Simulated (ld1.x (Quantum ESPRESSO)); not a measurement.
**u(r) = r·R(r): atom against pseudo-atom (Al)**

Columns: radius, all-electron u(r) and pseudo u(r) of the 2p shell (level -69.75 eV) of aluminium in the configuration [He] 2s2 2p6 3s2 3p1; LDA (PZ), non-relativistic, TM scheme, ld1.x (Quantum ESPRESSO) 7.5.

```
r (bohr)  all-electron  pseudo
   0.045        0.1042  0.0395
   0.090        0.3174  0.1530
   0.135        0.5501  0.3257
   0.180        0.7608  0.5354
   0.225        0.9328  0.7556
   0.270        1.0622  0.9601
   0.315        1.1511  1.1273
   0.360        1.2046  1.2441
   0.405        1.2287  1.3073
   0.450        1.2291  1.3216
   0.495        1.2112  1.2980
   0.540        1.1795  1.2487
   0.585        1.1378  1.1856
   0.630        1.0890  1.1175
   0.675        1.0356  1.0498
   0.720        0.9796  0.9851
   0.765        0.9224  0.9239
   0.810        0.8651  0.8653
   0.855        0.8087  0.8087
   0.900        0.7537  0.7537
   0.945        0.7007  0.7007
   0.990        0.6499  0.6499
   1.035        0.6016  0.6016
   1.080        0.5559  0.5559
   1.125        0.5129  0.5129
   1.170        0.4725  0.4725
```

(1) How many radial nodes do the two functions have?

(2) At about which radius was the pseudo-wave matched?

(3) Where does each function peak?

(4) Is the pseudo-wave norm-conserving?

Answers

(1) The all-electron 2p function has n − l − 1 = 0; the pseudo-wave has 0.

(2) 0.90 bohr. The columns agree to 0.0005 from 0.81 bohr on; several derivatives are matched, so the curves merge somewhat inside the radius.

(3) Outermost all-electron maximum near 0.45 bohr, pseudo maximum near 0.45 bohr (to the table’s step).

(4) Yes: the TM scheme keeps the norm inside the radius equal to the all-electron one, which fixes the energy derivative of the logarithmic derivative at the level.
